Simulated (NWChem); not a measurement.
Ionisation of HS2

SMILES: [S]S
```xyz
3

S      0.4306     0.9351     0.0000
S     -0.4677    -0.8295     0.0000
H      0.5935    -1.6883     0.0000
```
Charge 0, spin multiplicity 2.

Everything below was run with NWChem. The geometry was optimised at UPBE0/def2-SVP, a minimum by its harmonic frequencies.

Basis set: def2-TZVP. −ε marks an orbital energy of the parent.

B3LYP has NWChem's definition, with VWN1-RPA local correlation. The structure started from a generated list of species. The unpaired electrons of the parent sit in orbitals of symmetry a" (Cs labels of the run); other states weren't searched. No SCF solution was tested for a lower state. Open-shell Hartree-Fock references start from PBE0 orbitals.

Problem. Order these methods by the first vertical ionisation energy they give, lowest first: −ε(alpha HOMO) of LDA (SVWN5), −ε(alpha HOMO) of B3LYP, −ε(alpha HOMO) of PBE0, −ε(alpha HOMO) of HF.

Solution. −ε(alpha HOMO) of LDA (SVWN5) (5.79 eV), −ε(alpha HOMO) of B3LYP (6.78 eV), −ε(alpha HOMO) of PBE0 (7.09 eV), −ε(alpha HOMO) of HF (10.17 eV)
